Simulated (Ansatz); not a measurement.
Reaction (ligand exchange at the Si–N bond): `O[Si@@H](Cl)N[Si@@H](O)Cl` + `N[SiH](O)O` → `O[SiH](O)N[SiH](O)Cl` + `N[SiH](O)Cl`

Computed with Ansatz on PBE0-D4/def2-TZVP structures; ΔE is electronic, products minus reactants. CCSD(T)/CBS adds triple-zeta CCSD(T) − MP2 to the extrapolated MP2 energy (def2 sets, frozen cores). This one scheme is used for every species. Functionals use def2-TZVPP. B3LYP here is the variant with VWN-RPA as its local correlation; programs differ in this. One conformer a species, not always the lowest.

Problem. Is it downhill or uphill in electronic energy at CCSD(T)/CBS, and by how much? (Best estimate.)

Solution. Ansatz gave: Downhill: ΔE = -1.6 kcal/mol.

Problem. What do these levels give: PBE-D4, PBE0-D4, PBE0, B3LYP, HF/def2-TZVPP, MP2/def2-TZVPP, SCS-MP2/def2-TZVPP, CCSD(T)/def2-TZVPP, HF/def2-QZVPP, HF/CBS(def2), MP2/CBS(def2), CCSD/CBS(def2)? (An estimate is asked.)

Solution. Computed: PBE-D4 -1.7, PBE0-D4 -1.8, PBE0 -1.9, B3LYP -1.8, HF/def2-TZVPP -1.3, MP2/def2-TZVPP -1.5, SCS-MP2/def2-TZVPP -1.4, CCSD(T)/def2-TZVPP -1.6, HF/def2-QZVPP -1.3, HF/CBS(def2) -1.3, MP2/CBS(def2) -1.5, CCSD/CBS(def2) -1.6 kcal/mol.

Largest T1 diagnostic among the species: 0.011.
